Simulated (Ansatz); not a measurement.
Gas-phase electronic energies from Ansatz, PBE0-D4/def2-TZVP geometries. CBS: MP2 limit from def2 TZ/QZ plus the TZ coupled-cluster correction, frozen cores. This one scheme is used for every species, atoms too. Functionals use def2-TZVPP. B3LYP here is the variant with VWN-RPA as its local correlation; programs differ in this. No spin–orbit coupling; open shells (•) take unrestricted orbitals. Spin–orbit coupling would lower the free atoms: a little for B, C, O, S. One conformer a species, not always the lowest.

Consider the atomization: `C=C(N)SBO` → B• + 2 C• + 6 H• + N• + O• + S•.

`C=C(N)SBO`:

```xyz
12

C     0.331   -0.644    1.882
C     0.393   -0.375    0.580
N     1.017    0.758    0.036
S    -0.392   -1.432   -0.605
B    -1.303   -0.267   -1.676
O    -1.226    1.070   -1.596
H     0.866   -0.037    2.603
H    -0.262   -1.469    2.250
H     1.529    1.293    0.725
H     1.603    0.540   -0.760
H    -2.003   -0.787   -2.493
H    -0.553    1.349   -0.946
```

(1) What is ΔE at CCSD(T)/CBS? (An estimate is asked.)

(2) What do these levels give: PBE-D4, PBE0-D4, B3LYP-D4, ωB97M-V, PBE, PBE0, HF/def2-TZVPP, MP2/def2-QZVPP, SCS-MP2/def2-QZVPP, HF/CBS(def2), MP2/CBS(def2), CCSD/CBS(def2)? (An estimate is asked.)

Largest T1 diagnostic among the species: 0.014.

Answers

(1) Computed: +1138.9 kcal/mol.

(2) Ansatz gave: PBE-D4 1179.9, PBE0-D4 1151.0, B3LYP-D4 1144.8, ωB97M-V 1148.5, PBE 1173.0, PBE0 1145.3, HF/def2-TZVPP 805.3, MP2/def2-QZVPP 1153.1, SCS-MP2/def2-QZVPP 1145.3, HF/CBS(def2) 806.8, MP2/CBS(def2) 1166.4, CCSD/CBS(def2) 1117.2 kcal/mol.

From PBE to PBE0 (25 % exact exchange), in def2-TZVPP and without D4, ΔE moves by −27.8 kcal/mol: exact exchange takes away binding that semilocal exchange gives to molecules. The D4 term adds +11.0 kcal/mol with B3LYP and +5.7 kcal/mol with PBE0; it sums over pairs of atoms, weighted by their polarisabilities, and B3LYP, whose exchange is more repulsive, gets the larger term.

For atomizations the MP2-based limit and the directly extrapolated one differ by several kJ/mol either way, and by 10 to 25 for some Ge, Se and Sn compounds, so smaller differences from it don't rank the levels.
